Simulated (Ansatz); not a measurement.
The lowest singlet and triplet of BF (SMILES [B]F); geometries from B3LYP-D3(BJ)/def2-TZVP, each state relaxed from the structure named, with no frequency check.
Singlet at the triplet's geometry (charge 0, multiplicity 1):
| atom | x (Å) | y (Å) | z (Å) |
|---|---|---|---|
| B | 0.0000 | 0.0000 | -0.8452 |
| F | 0.0000 | 0.0000 | 0.4695 |

A positive gap puts the triplet lower; no zero-point energy. R- takes a restricted singlet. U- takes an unrestricted singlet (broken symmetry where lower, unprojected). The triplet is unrestricted in single-reference levels.

Programs: Ansatz (Gaussian basis) for Hartree–Fock, density functionals and correlated methods. 

Q: One of these levels gives -2.440 eV for the gap E(singlet) − E(triplet), vertical, at the triplet's geometry. Which?
(A) U-wB97X-V/def2-TZVPP
(B) U-HF/cc-pVQZ
(C) R-r2SCAN/def2-TZVPP

A: B, U-HF/cc-pVQZ. The others give -2.968 (R-r2SCAN/def2-TZVPP), -3.513 (U-wB97X-V/def2-TZVPP)

Ansatz is a program for electronic structure.
